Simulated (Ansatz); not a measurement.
Basis-set extrapolation for F₂H₂OSi, SMILES `O[SiH](F)F` (PBE0-D4/def2-TZVP geometry, frozen core, the Gaussian-basis code of Ansatz). Multiplicity 1, RHF reference.

```
                      def2-TZVPP   def2-QZVPP
                 HF  -564.181952  -564.205376
    MP2 correlation    -0.855643    -0.934588
CCSD(T) correlation    -0.891040      not run
```

Energies in hartree. Use E(X) = E(∞) + A·exp(−7.88·√X) for Hartree–Fock and E(X) = E(∞) + B·X^(−2.97) for correlation, with X = 3 and 4, and add CCSD(T) minus MP2 of the smaller set to the MP2 limit.

Problem. What is the CCSD(T) energy at the basis-set limit?

Solution. HF limit: -564.205376 + (-0.023424) × 0.13774 = -564.20860. MP2 limit: -0.934588 + (-0.078945) × 0.74074 = -0.99307. Higher-order term: -0.891040 − (-0.855643) = -0.03540. Total: -565.23707 hartree, 430.8 kJ/mol below CCSD(T)/def2-TZVPP.
